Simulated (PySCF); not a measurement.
Isomers of C2H3B. Gas-phase values, no solvent. Strings in code marks are SMILES.

Quantity: electronic energy of isomers of C2H3B relative to `B1C=C1`, in kcal/mol.

Level 1: PBE0-D3(BJ)/def2-TZVP (PySCF)
Level 2: BP86/6-31G* // PBE0-D3(BJ)/def2-TZVP (PySCF)
Level 3: PBE/6-31G* // PBE0-D3(BJ)/def2-TZVP (PySCF)
Level 4: HF/STO-3G // PBE0-D3(BJ)/def2-TZVP (PySCF)

```tsv
species	level 1	level 2	level 3	level 4
`B=C=C`	29.2	24.4	26.0	51.3
`BC#C`	15.2	11.8	13.7	15.0
```
